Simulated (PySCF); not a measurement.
Species: C5H4FNO.
Geometry (GFN2-xTB, Å), atoms numbered from 1 in this order:
```
atom  x, y, z in Å
C1     2.0215    0.5148    0.1432
C2     1.1087   -0.4449    0.2235
C3    -0.3088   -0.2481    0.0092
C4    -1.3203   -1.1727    0.0722
O5    -2.4981   -0.5985   -0.1879
N6    -2.3174    0.7138   -0.4312
C7    -1.0393    0.9359   -0.3198
F8    -0.5406    2.1432   -0.5030
H9     1.7675    1.5335   -0.0939
H10    3.0632    0.3075    0.3143
H11    1.3894   -1.4617    0.4633
H12   -1.3245   -2.2234    0.2841
```

NICS = −σ at a ghost point: NICS(0) at the centroid of the ring atoms, NICS(1) 1 Å to either side along the normal of their mean plane, zz for the tensor component along that normal. Level: GIAO PBE0/pcSseg-1 (PySCF, non-relativistic, gas phase) on the GFN2-xTB geometry, one conformer.

Ring bond lengths (Å), with Mayer bond orders in brackets: C3–C4 1.372 (1.53), C4–O5 1.336 (1.08), O5–N6 1.347 (0.99), N6–C7 1.302 (1.63), C7–C3 1.430 (1.21).

Problem. Give the NICS values of each ring in ppm.

Solution. 
| ring | type | NICS(0) | NICS(1), two faces | NICS(1)zz, two faces | rms pucker (Å) | centre to ring atoms, mean (Å) |
| --- | --- | --- | --- | --- | --- | --- |
| C3–C4–O5–N6–C7 | 5-membered ring with N and O; formal bonds all aromatic | -12.1 | -9.9 / -9.9 | -23.1 / -23.1 | 0.00 | 1.15 |

Problem. What do they say, and how far can they be read as aromaticity?

Solution. 
- C3–C4–O5–N6–C7: mean NICS(1)zz -23.1 ppm, shielded, aromatic by this magnetic criterion (flat ring, no four-coordinate atom).

Problem. And the bond-length index? HOMA = 1 − mean of α(R − Ropt)² over the ring bonds, with Krygowski's 1993 parameters (CC: Ropt 1.388 Å, α 257.7 Å⁻²; CN: Ropt 1.334 Å, α 93.52 Å⁻²; CO: Ropt 1.265 Å, α 157.38 Å⁻²; NO: Ropt 1.248 Å, α 57.21 Å⁻²).

Solution. 
- C3–C4–O5–N6–C7: HOMA 0.61; the largest term is that of C4–O5, α(R − Ropt)² = 0.79.

Problem. Give the inner angles of the rings and the Hirshfeld charges of the ring atoms.

Solution. 
- C3–C4–O5–N6–C7: C3 101.1° (-0.048 e), C4 110.6° (+0.032 e), O5 109.6° (-0.018 e), N6 106.4° (-0.135 e), C7 112.3° (+0.126 e); sum 540.0° against 540° for a flat convex ring.

Problem. What are the shieldings of the ring atoms and their hydrogens in the same run (means over atoms taken as equivalent)?

Solution. 
| atoms | environment | σ isotropic (ppm) | principal values of the symmetric part, first atom (ppm) |
| --- | --- | --- | --- |
| C3 | substituted aromatic carbon | 70.5 | 0.4, 61.5, 149.6 |
| C4 | aromatic CH next to a ring oxygen | 22.0 | -53.1, 19.9, 99.1 |
| O5 | ring oxygen | -11.0 | -145.1, -86.1, 198.4 |
| N6 | pyridine-type nitrogen | -115.4 | -327.8, -95.8, 77.3 |
| C7 | aromatic C–F carbon | 4.8 | -85.6, 42.1, 58.1 |
| H12 | aromatic hydrogen | 23.39 | 21.6, 23.0, 25.6 |
